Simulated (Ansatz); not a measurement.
Ansatz (an electronic-structure program) input (CCSD(T)/def2-SVP):

Ansatz 0.2 input:
```yaml
crystal:
  periodic: [false, false, false]
  atoms:
    - {symbol: Ce, position_ang: [0.05378318, 0.01318302, 0.06881465]}
    - {symbol: O, position_ang: [1.23374307, 0.23328675, -1.41992814]}
    - {symbol: O, position_ang: [-1.62367112, -0.32886364, 0.92102192]}
basis:
  gaussian:
    orbitals: def2-SVP
magnetization: {spin_polarized: true, initial_magnetization: 2}
correlation: {method: ccsd_t, electrons: outside_noble_gas}
```

Output:

```
Functional definition: HF
integrals: 0.22 GiB planned
920 factors; integrals over basis functions are off by at most 5.7e-4 eV
mean field: 0.49 GiB planned
mean field evaluation 1: about -16934.3869 eV, gradient 7.8e1 eV
mean field evaluation 2: about -16934.4579 eV, gradient 7.8e1 eV
mean field evaluation 4: about -16950.8579 eV, gradient 3.5e1 eV
mean field evaluation 8: about -16955.4635 eV, gradient 5.4e-1 eV
mean field evaluation 16: about -16955.5148 eV, gradient 6.2e-2 eV
mean field evaluation 32: about -16957.4566 eV, gradient 2.9e-1 eV
mean field evaluation 64: about -16955.7105 eV, gradient 6.8e-1 eV
mean field evaluation 96: about -16217.2865 eV, gradient 6.3e2 eV
mean field evaluation 128: about -16955.5205 eV, gradient 6.6e-1 eV
mean field evaluation 160: about -16957.4755 eV, gradient 2.9e-1 eV
mean field evaluation 192: about -16957.2791 eV, gradient 7.1e0 eV
mean field evaluation 224: about -16955.7005 eV, gradient 7.6e-1 eV
mean field evaluation 256: about -16957.4436 eV, gradient 1.0e0 eV
mean field evaluation 288: about -16957.4762 eV, gradient 1.0e-3 eV
mean field evaluation 320: about -16957.4762 eV, gradient 1.9e-4 eV
mean field evaluation 352: about -16957.4762 eV, gradient 3.0e-3 eV
mean field evaluation 384: about -16957.4739 eV, gradient 9.8e-2 eV
mean field evaluation 416: about -16957.4762 eV, gradient 9.3e-3 eV
mean field evaluation 448: about -16957.4755 eV, gradient 3.3e-2 eV
mean field evaluation 480: about -16957.4762 eV, gradient 1.5e-2 eV
mean field evaluation 512: about -16957.4732 eV, gradient 3.7e-1 eV
mean field evaluation 544: about -16955.5184 eV, gradient 3.9e-1 eV
mean field evaluation 576: about -16957.4723 eV, gradient 2.7e-1 eV
mean field evaluation 608: about -16951.5622 eV, gradient 1.0e1 eV
mean field evaluation 640: about -16951.4561 eV, gradient 2.4e1 eV
mean field evaluation 672: about -16955.7815 eV, gradient 5.7e-2 eV
mean field evaluation 704: about -16955.7684 eV, gradient 1.1e0 eV
mean field evaluation 736: about -16955.9037 eV, gradient 5.5e-1 eV
mean field evaluation 768: about -16955.7742 eV, gradient 5.5e-2 eV
mean field evaluation 800: about -16955.5882 eV, gradient 7.7e0 eV
mean field evaluation 832: about -16956.0050 eV, gradient 2.2e0 eV
mean field evaluation 864: about -16950.2691 eV, gradient 3.6e1 eV
mean field evaluation 896: about -16955.2880 eV, gradient 2.2e0 eV
mean field evaluation 928: about -16955.4612 eV, gradient 9.3e-1 eV
mean field evaluation 960: about -16955.3581 eV, gradient 3.3e-1 eV
mean field evaluation 992: about -16955.5341 eV, gradient 9.4e-2 eV
mean field evaluation 1024: about -16955.5637 eV, gradient 1.0e-1 eV
mean field evaluation 1056: about -16955.6243 eV, gradient 2.4e-1 eV
mean field evaluation 1088: about -16952.8563 eV, gradient 1.0e0 eV
mean field evaluation 1120: about -16956.4749 eV, gradient 9.0e-1 eV
mean field evaluation 1152: about -16956.3146 eV, gradient 2.4e0 eV
mean field evaluation 1184: about -16955.3584 eV, gradient 3.2e0 eV
mean field evaluation 1216: about -16954.4748 eV, gradient 5.5e0 eV
mean field evaluation 1248: about -16952.7211 eV, gradient 3.9e-1 eV
mean field evaluation 1280: about -16953.5933 eV, gradient 1.4e1 eV
mean field evaluation 1312: about -16954.5836 eV, gradient 2.0e0 eV
mean field evaluation 1344: about -16954.0890 eV, gradient 1.2e0 eV
mean field evaluation 1376: about -16938.4369 eV, gradient 6.1e1 eV
mean field evaluation 1408: about -16952.2642 eV, gradient 4.1e-1 eV
mean field evaluation 1440: about -16950.9283 eV, gradient 3.9e0 eV
mean field evaluation 1472: about -16951.7511 eV, gradient 5.3e-2 eV
mean field evaluation 1504: about -16949.5758 eV, gradient 5.8e0 eV
mean field evaluation 1536: about -16951.0151 eV, gradient 3.2e0 eV
mean field evaluation 1568: about -16951.6404 eV, gradient 9.9e-1 eV
mean field evaluation 1600: about -16954.6455 eV, gradient 3.9e-2 eV
mean field evaluation 1632: about -16954.6153 eV, gradient 4.2e-1 eV
mean field evaluation 1664: about -16954.6735 eV, gradient 1.7e-1 eV
mean field evaluation 1696: about -16954.6792 eV, gradient 4.4e-2 eV
mean field evaluation 1728: about -16954.5834 eV, gradient 1.7e0 eV
mean field evaluation 1760: about -16954.7701 eV, gradient 1.1e0 eV
mean field evaluation 1792: about -16955.5687 eV, gradient 1.2e0 eV
mean field evaluation 1824: about -16955.6891 eV, gradient 8.2e-1 eV
mean field evaluation 1856: about -16955.6229 eV, gradient 8.9e-1 eV
mean field evaluation 1888: about -16955.6346 eV, gradient 2.7e0 eV
mean field evaluation 1920: about -16955.6705 eV, gradient 5.5e-1 eV
mean field evaluation 1952: about -16955.6741 eV, gradient 2.1e0 eV
mean field evaluation 1984: about -16955.2262 eV, gradient 2.9e0 eV
mean field evaluation 2016: about -16954.7900 eV, gradient 2.0e-2 eV
mean field evaluation 2048: about -16954.7951 eV, gradient 2.2e-3 eV
mean field evaluation 2080: about -16955.6628 eV, gradient 5.9e-1 eV
mean field evaluation 2112: about -16955.5170 eV, gradient 5.6e0 eV
mean field evaluation 2144: about -16954.3286 eV, gradient 7.2e-1 eV
mean field evaluation 2176: about -16954.3004 eV, gradient 2.1e-4 eV
mean field evaluation 2208: about -16955.7126 eV, gradient 9.0e-1 eV
mean field evaluation 2240: about -16955.6701 eV, gradient 7.0e-1 eV
mean field evaluation 2272: about -16953.4082 eV, gradient 6.4e0 eV
mean field evaluation 2304: about -16954.6800 eV, gradient 4.0e-3 eV
mean field evaluation 2336: about -16954.6284 eV, gradient 6.2e-1 eV
mean field evaluation 2368: about -16952.4183 eV, gradient 2.7e0 eV
mean field evaluation 2400: about -16955.9780 eV, gradient 2.2e-2 eV
mean field evaluation 2432: about -16954.5917 eV, gradient 7.3e-1 eV
mean field evaluation 2464: about -16954.5436 eV, gradient 2.8e0 eV
mean field evaluation 2496: about -16955.8336 eV, gradient 1.4e-3 eV
mean field evaluation 2528: about -16945.7431 eV, gradient 2.9e1 eV
mean field evaluation 2560: about -16954.2995 eV, gradient 4.1e-2 eV
mean field evaluation 2592: about -16954.0848 eV, gradient 6.4e0 eV
mean field evaluation 2624: about -16954.3001 eV, gradient 1.8e-4 eV
mean field -16957.47624242 eV, -623.1757577187 hartree, gradient 2.0e-7 eV, S^2 2.060217; 29 other end points of the search recorded, 0 dependent functions left out
determinant -16957.47624242 eV, -623.1757577187 hartree, with singles and doubles -16969.32338708 eV, -623.6111322548 hartree
determinant -16957.44245298 eV, -623.1745159799 hartree, with singles and doubles -16969.46552786 eV, -623.6163558319 hartree
determinant -16955.97814238 eV, -623.1207035576 hartree, with singles and doubles -16967.80050668 eV, -623.5551674324 hartree
determinant -16955.83363385 eV, -623.1153929670 hartree, with singles and doubles -16967.67404407 eV, -623.5505200172 hartree
determinant -16955.51091894 eV, -623.1035334128 hartree, with singles and doubles -16968.51570820 eV, -623.5814506032 hartree
determinant -16955.30017335 eV, -623.0957886553 hartree, with singles and doubles -16965.21910714 eV, -623.4603027489 hartree
determinant -16954.79514808 eV, -623.0772293189 hartree, with singles and doubles -16967.47747488 eV, -623.5432962325 hartree
determinant -16954.79057581 eV, -623.0770612911 hartree, with singles and doubles -16967.51522142 eV, -623.5446833922 hartree
determinant -16954.67997162 eV, -623.0729966620 hartree, with singles and doubles -16967.26562914 eV, -623.5355110453 hartree
determinant -16954.64608749 eV, -623.0717514435 hartree, with singles and doubles -16967.19902910 eV, -623.5330635390 hartree
determinant -16954.30035999 eV, -623.0590461920 hartree, with singles and doubles -16964.00942339 eV, -623.4158476909 hartree
determinant -16954.30006865 eV, -623.0590354857 hartree, with singles and doubles -16964.00901508 eV, -623.4158326859 hartree
determinant -16954.24675873 eV, -623.0570763820 hartree, with singles and doubles -16963.94201452 eV, -623.4133704606 hartree
determinant -16957.47624242 eV, -623.1757577187 hartree, with singles and doubles -16969.36539645 eV, -623.6126760704 hartree
determinant -16957.44245298 eV, -623.1745159799 hartree, with singles and doubles -16969.49611729 eV, -623.6174799727 hartree
determinant -16957.47624242 eV, -623.1757577187 hartree, with singles and doubles -16969.39784070 eV, -623.6138683747 hartree
determinant -16957.44245298 eV, -623.1745159799 hartree, with singles and doubles -16969.50109738 eV, -623.6176629879 hartree
15 core orbitals not correlated, not the lowest: weight in the atoms' cores, before any rotation towards them, 0.497 or more for the frozen orbitals, at most 0.422 for the correlated occupied ones
reference -16957.44245298 eV, -623.1745159799 hartree; 9, 7 occupied and 82, 84 virtual orbitals, 920 factors
second order -11.88150420 eV of doubles, -0.00000000 eV of singles
coupled cluster: 0.55 GiB planned
cycle   1  -12.05864127 eV  change    3.1e-6 eV  update   6.4e-6
coupled cluster: 0.55 GiB planned
perturbative correction -0.47929931 eV, -0.0176139247 hartree
Total energy: -16969.98039356 eV, -623.6352767975 hartree
```

The spin state was set by rule; other spins were not relaxed.

The determinant is spin-contaminated: <S^2> is 2.16 against 2.00 for a pure state.
